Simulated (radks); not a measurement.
Species: Ag+. Configuration: [Kr] 4d10. Calculated with a radial shooting solver on a logarithmic mesh with Libxc functionals: scalar-relativistic Kohn-Sham, PBE, spin-polarised, spherical densities, point nucleus.

Unscreened Slater integrals over Kohn-Sham orbitals (eV). They are taken over the spin-up orbitals.

| integral | value |
|---|---|
| F0(4d,4d) | 17.937 |
| F2(4d,4d) | 8.7537 |
| F4(4d,4d) | 5.6647 |
| F0(4d,4p) | 20.539 |
| F2(4d,4p) | 9.9160 |
| G1(4d,4p) | 12.406 |
| G3(4d,4p) | 7.5401 |
| F0(4d,4s) | 21.189 |
| G2(4d,4s) | 9.0331 |
| F0(4d,3d) | 24.719 |
| F2(4d,3d) | 4.5666 |
| F4(4d,3d) | 1.9806 |
| G0(4d,3d) | 1.4095 |
| G2(4d,3d) | 1.6278 |
| G4(4d,3d) | 1.2370 |
| F0(4p,4p) | 24.464 |
| F2(4p,4p) | 12.799 |
| F0(4p,4s) | 25.547 |
| G1(4p,4s) | 17.311 |
| F0(4p,3d) | 31.774 |
| F2(4p,3d) | 7.4675 |
| G1(4p,3d) | 2.3538 |
| G3(4p,3d) | 2.2966 |
| F0(4s,4s) | 26.803 |
| F0(4s,3d) | 34.223 |
| G2(4s,3d) | 2.7591 |
| F0(3d,3d) | 71.547 |
| F2(3d,3d) | 35.615 |
| F4(3d,3d) | 22.713 |
